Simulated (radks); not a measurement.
Task: All-electron atom: Ca XI in [Ne]. Calculated with a radial shooting solver on a logarithmic mesh with Libxc functionals: non-relativistic Kohn-Sham, PBE, spin-polarised, spherical densities, point nucleus. Some entries of the table are withheld. Estimate them.

| orbital | occ. | eigenvalue (hartree) | <r> (bohr) |
|---|---|---|---|
| 1s | 2 | -153.1706 | 0.07732 |
| 2s | 2 | -23.27347 | (1) |
| 2p | 6 | (2) | 0.3220 |
| 3s | 0 | -8.10777 | 0.9526 |
| 3p | 0 | (3) | (4) |

Result: 
(1) 2s <r> (bohr): 0.3615
(2) 2p eigenvalue (hartree): -20.55261
(3) 3p eigenvalue (hartree): -7.33903
(4) 3p <r> (bohr): 0.9563
